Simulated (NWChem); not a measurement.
A series in which one site is exchanged, each optimised at PBE0/def2-SVP with NWChem, gas phase unless a solvent is named. All stand in one matching conformer (torsions within 35°), which need not be the lowest. For some, no frequency run checked for a minimum. def2 effective core potentials on In, Sb; no spin-orbit coupling.

A: [OH][In]([F])[F] (InHOF$_{2}$; site = In)
B: [OH][Sc]([F])[F] (ScHOF₂; site = Sc)
C: [OH][Sb]([F])[F] (SbHOF₂; site = Sb)

Values for A:

| Quantity | Value |
|---|---|
| dipole (D), PBE0/def2-SVP | 2.25 |
| orbital gap (eV), PBE0/def2-SVP | 6.59 |
| static polarisability, CAM-B3LYP/def2-SVPD (bohr³) | 35.0 |
| lowest singlet excitation, CAM-B3LYP/def2-SVPD, TDA (eV) | 5.17 |

**Question.** How do these values change for the other members?

**Answer.** 
| change from A | B | C |
|---|---|---|
| dipole (D), PBE0/def2-SVP | +0.21 | -0.17 |
| orbital gap (eV), PBE0/def2-SVP | +0.48 | +1.36 |
| static polarisability, CAM-B3LYP/def2-SVPD (bohr³) | -2.5 | +6.5 |
| lowest singlet excitation, CAM-B3LYP/def2-SVPD, TDA (eV) | +0.52 | +1.78 |
